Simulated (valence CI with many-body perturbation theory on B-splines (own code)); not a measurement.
# Sb36+: magnetic and hyperfine properties of the levels

Calculated by relativistic CI+MBPT: five valence electrons over a frozen Dirac-Fock core [Ne], a basis of 11 s, 11 p, 10 d, 8 f, 5 g, 2 h functions for each j, with the one-electron correlation potential Σ1 (screened to all orders), the two-electron term Σ2, the three-electron term Σ3, Breit, model QED; selected single and double excitations, second order for the rest, scaled by the run's own slope (own B-spline code, finite nucleus).

The last digits are not significant, and no measured levels were compared; by estimate large intervals hold to a few tenths of a per cent, small ones and those within an open d or f shell to about a per cent. Among the levels kept, up to 4300 cm⁻¹ of a level comes from second order outside the variational space, and about a tenth of that is noise between levels of different J, which matters for small intervals.

A/g_I is the dipole constant over the nuclear g factor μ/I (μ in nuclear magnetons, uniformly magnetised nucleus), B/Q the quadrupole constant per barn. Both hold the static response of the core; the bare values leave it out. Large factors of s and p1/2 electrons are usually good to 5 to 10 %; those of open d and f shells near neutrality can be off by tens of per cent, and small factors of p3/2, d and f electrons come from cancelling terms and can be off by a factor of two or in sign, in half-filled shells by more. B is blank for J = 1/2, where it vanishes, and for nearly pure S terms. Energies count from the lowest level.

Levels are named by their leading jj configuration (3d3/2^4 stands for four electrons in 3d with j = 3/2), which in mixed levels can hold well under half, so a name can repeat and another be missing. Letters in brackets count levels of one name in rising energy.

```csv
Level,E (cm⁻¹),g,A/g_I (MHz),A/g_I bare,B/Q (MHz/b),B/Q bare
(3s^2 3p1/2^2 3p3/2) J=3/2,0,1.420,52100,52200,91000,89200
(3s^2 3p1/2 3p3/2^2) J=3/2,428100,1.423,585,2000,25000,24500
(3s^2 3p1/2 3p3/2^2) J=5/2,489010,1.195,117000,115000,-319,-309
(3s^2 3p1/2 3p3/2^2) J=1/2,564070,0.658,354000,345000,,
(3s^2 3p3/2^3) J=3/2,999500,1.277,59500,59200,-116000,-114000
(3s^2 3p1/2^2 3d3/2) J=3/2,1129000,0.810,19400,20500,1030,2010
(3s 3p1/2^2 3p3/2^2) J=5/2,1176600,1.470,203000,199000,17200,17100
(3s^2 3p1/2^2 3d5/2) J=5/2,1335500,1.218,57400,57300,45500,45700
(3s 3p1/2^2 3p3/2^2) J=1/2,1363800,2.254,917000,893000,,
(3s 3p1/2^2 3p3/2^2) J=3/2,1377200,1.157,-75100,-71000,-26500,-25900
(3s^2 3p1/2 3p3/2 3d3/2) J=5/2 [a],1559600,0.968,92900,91700,-19900,-19000
(3s^2 3p1/2 3p3/2 3d3/2) J=3/2 [a],1561900,0.946,77200,76700,-65800,-64500
(3s^2 3p1/2 3p3/2 3d3/2) J=1/2 [a],1568800,0.254,120000,119000,,
(3s^2 3p1/2 3p3/2 3d3/2) J=7/2,1616200,1.086,83000,82300,68900,68300
(3s 3p1/2 3p3/2^3) J=3/2 [a],1617600,1.459,116000,114000,-57100,-55800
(3s^2 3p1/2 3p3/2 3d5/2) J=7/2 [a],1673100,1.307,-6260,-4580,115000,114000
(3s^2 3p1/2 3p3/2 3d5/2) J=5/2 [a],1676000,1.191,171000,167000,-106000,-104000
(3s^2 3p1/2 3p3/2 3d5/2) J=9/2,1735200,1.214,62600,62300,77900,77800
(3s^2 3p1/2 3p3/2 3d3/2) J=5/2 [b],1755200,1.311,37400,38200,44900,44300
(3s^2 3p1/2 3p3/2 3d3/2) J=1/2 [b],1778400,1.361,151000,147000,,
(3s^2 3p1/2 3p3/2 3d3/2) J=3/2 [b],1793900,1.216,6230,7780,1670,1410
(3s 3p1/2 3p3/2^3) J=3/2 [b],1804700,1.226,-4810,-2850,-57900,-56800
(3s^2 3p1/2 3p3/2 3d5/2) J=7/2 [b],1849700,1.072,71700,70900,44800,45100
(3s^2 3p1/2 3p3/2 3d5/2) J=1/2 [a],1851400,1.789,-60000,-55100,,
(3s^2 3p1/2 3p3/2 3d5/2) J=5/2 [b],1853300,1.164,99000,97500,-26700,-25600
(3s^2 3p1/2 3p3/2 3d5/2) J=3/2,1912100,1.017,100000,98500,-6290,-6050
(3s^2 3p1/2 3p3/2 3d5/2) J=5/2 [c],1918600,1.213,77700,76800,-8560,-7970
(3s 3p1/2 3p3/2^3) J=3/2 [c],1973500,1.174,111000,109000,26800,26400
(3s^2 3p1/2 3p3/2 3d5/2) J=1/2 [b],2013500,1.154,-36300,-34300,,
(3s^2 3p3/2^2 3d5/2) J=7/2,2175300,1.262,31500,32100,22500,22500
(3s^2 3p3/2^2 3d5/2) J=1/2,2181900,1.204,167000,163000,,
(3s^2 3p3/2^2 3d5/2) J=9/2,2198900,1.221,34300,34700,76900,76700
(3s^2 3p3/2^2 3d3/2) J=5/2,2217700,1.198,79800,79200,-27300,-27000
(3s^2 3p3/2^2 3d3/2) J=1/2,2220200,1.636,45500,45600,,
(3s^2 3p3/2^2 3d3/2) J=3/2 [a],2222300,1.161,29400,30100,-36400,-36200
(3s^2 3p3/2^2 3d3/2) J=7/2,2246600,1.089,47000,47100,9910,11000
(3s 3p1/2^2 3p3/2 3d3/2) J=5/2 [a],2314800,1.364,177000,175000,21800,21100
(3s 3p1/2^2 3p3/2 3d3/2) J=3/2 [a],2323200,1.461,165000,163000,-5450,-5970
(3s 3p1/2^2 3p3/2 3d3/2) J=1/2 [a],2325600,2.790,567000,556000,,
(3s^2 3p3/2^2 3d3/2) J=3/2 [b],2326800,0.957,30000,31000,26500,26700
```

Q: Take the isotope of mass number 121, with I = 5/2, μ = 3.358 μN and Q = -0.543 b. What is the hyperfine structure of (3s^2 3p1/2^2 3d3/2) J=3/2?

A: From the table A = 26100 MHz, B = -558 MHz. Shifts from the centre of gravity in MHz: F = 1: -137000, F = 2: -84800, F = 3: -6220, F = 4: 97700.
